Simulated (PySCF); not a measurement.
**SnF2: bend–stretch map**

Level of theory: PySCF, PBE, basis Sn def2-TZVP with ECP28, F def2-TZVP (scalar-relativistic core potentials, no spin–orbit coupling, density fitting).

Rigid scan from the singlet minimum (Sn–F 1.961 Å (×2); F–Sn–F 97.0°). Coordinate: rows scale both bonds, columns set the F–Sn–F angle. Energies in kJ/mol from the minimum.

Rows run from the largest first scale (top) to the smallest, columns from the smallest angle to the largest. Lower edges of the bins (kJ/mol): '0' 2.9, '1' 4.1, '2' 6.1, '3' 9.3, '4' 14.3, '5' 22.2, '6' 34.8, '7' 54.7, '8' 86.2, '9' 136.2; top 215.
```
7677889
5567888
3256888
0057889
3367899
5678999
```

Problem. Give the energies on the grid of the scan.

Solution. 
```tsv
scale \ angle	90	105	120	135	150	165	180
0.94	35	38	65	108	157	199	215
0.97	10	12	36	73	116	152	166
1.00	3	3	24	57	94	125	138
1.03	9	8	26	54	87	114	125
1.06	26	23	38	63	91	115	124
1.10	58	54	65	86	110	129	137
```

The bond scale of lowest energy on the grid is 1.00 at 90°, 1.00 at 105°, 1.00 at 120°, 1.03 at 135°, 1.03 at 150°, 1.03 at 165°, 1.06 at 180°.

Other isomers or separated fragments may lie lower.
